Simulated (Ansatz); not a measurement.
`FC1CC1(F)F` and `F[C@H]1[C@H](F)C1(F)F` differ in one atom or group.

Ansatz, PBE0-D4/def2-TZVP geometries, multiplicity 1. 

```tsv
property	`FC1CC1(F)F`
LUMO energy (ωB97M-V/def2-TZVPP) / eV	2.77
HOMO energy (ωB97M-V/def2-TZVPP) / eV	-10.79
HOMO energy (PBE0/def2-TZVPP) / eV	-8.44
size of the dipole moment (B3LYP/def2-TZVPP) / D	2.21
size of the dipole moment (ωB97M-V/def2-TZVPP) / D	2.20
LUMO energy (B3LYP/def2-TZVPP) / eV	0.64
```

Question: What does the change do to each property? (An estimate is asked.)

Answer: The calculation gave: 
```
                                          property  `F[C@H]1[C@H](F)C1(F)F`  shift
             LUMO energy (ωB97M-V/def2-TZVPP) / eV                     2.25  -0.52
             HOMO energy (ωB97M-V/def2-TZVPP) / eV                   -11.08  -0.29
                HOMO energy (PBE0/def2-TZVPP) / eV                    -8.73  -0.29
  size of the dipole moment (B3LYP/def2-TZVPP) / D                     0.87  -1.34
size of the dipole moment (ωB97M-V/def2-TZVPP) / D                     0.86  -1.34
               LUMO energy (B3LYP/def2-TZVPP) / eV                    -0.10  -0.74
```

With PBE0 the HOMO falls by 0.29 eV and the LUMO falls by 0.77 eV, so the gap narrows by about 0.48 eV. PBE moves the HOMO by -0.24 eV and ωB97M-V by -0.29 eV. Dipoles are sizes alone; their direction can turn.

B3LYP here is the variant with VWN-RPA as its local correlation; programs differ in this.
